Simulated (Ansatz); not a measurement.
The cluster Ag₂Te. Total charge 0; triplet. Geometry r2SCAN-D4/def2-TZVP; atoms count from 1.

```xyz
3

Ag   -0.5710   -0.2548    1.4214
Ag    1.4883    0.4253   -0.1244
Te   -0.9172   -0.1705   -1.2969
```

In the def2 sets Ag, Te take a core potential; there is no spin–orbit coupling. At PBE0-D4/def2-TZVP a singlet of charge 0 lies 1.17 eV below the triplet, each at its own geometry. The structure comes from a short search, and lower isomers may exist.

Question: Estimate the Mulliken populations from the PBE0/def2-TZVP orbitals of Ansatz.

Answer: 
| atom | charge (e) | spin (α − β) | d electrons |
| --- | --- | --- | --- |
| Ag1 | 0.06 | 0.35 | 9.90 |
| Ag2 | 0.06 | 0.35 | 9.90 |
| Te3 | -0.12 | 1.30 | – |
Mulliken values depend strongly on the basis.

Question: Where does the spin sit?

Answer: Summed by element: Ag 0.70, Te 1.30, of 2 unpaired in all. Largest on single atoms: Te3 1.30, Ag1 0.35, Ag2 0.35.

Question: And the Mayer bond orders between heavy atoms (over 0.3)?

Answer: Ag1–Ag2 0.65 (2.66 Å); Ag1–Te3 0.70 (2.74 Å); Ag2–Te3 0.70 (2.74 Å).
